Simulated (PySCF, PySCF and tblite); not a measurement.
A run on one conformer of C₆H₅NO₃, numbered as in [CH2:1]=[CH:2][c:3]1[o:4][n:5][cH:6][c:7]1[O:8][CH:9]=[O:10], from an ensemble study. The sound level was KT3/pcSseg-1 (IEF-PCM, cyclohexane) on GFN2-xTB geometries.

Input:

```
{"job": {"xc": "KT3", "basis": "pcSseg-1", "solvent": "cyclohexane", "scf": {"max_cycle": 92}, "kind": "nmr", "pop": false}, "charge": 0, "multiplicity": 3}
C     -2.948535     0.597886    -0.362594
C     -1.713918     0.187497    -0.634997
C     -0.621539     0.270746     0.299220
O     -0.777838     0.777791     1.531222
N      0.393669     0.738424     2.197290
C      1.291071     0.215655     1.409731
C      0.704923    -0.110701     0.165114
O      1.225450    -0.672853    -0.975399
C      2.506371    -1.022690    -1.046475
O      3.341273    -0.914943    -0.202011
H     -3.196868     1.023770     0.594489
H     -3.738624     0.518224    -1.087744
H     -1.449179    -0.241897    -1.590594
H      2.303077     0.085346     1.732093
H      2.676251    -1.444266    -2.051257
```

Command: OMP_NUM_THREADS=1 python ens_run.py task.json out

Output:

```
NotImplementedError: this response code serves closed shells only; the SCF ended at -519.39736141 Eh with <S^2> = 2.0141
```

Problem. What is wrong with this calculation?

Solution. The setting at fault: wrong multiplicity. The input was rejected before any iteration.
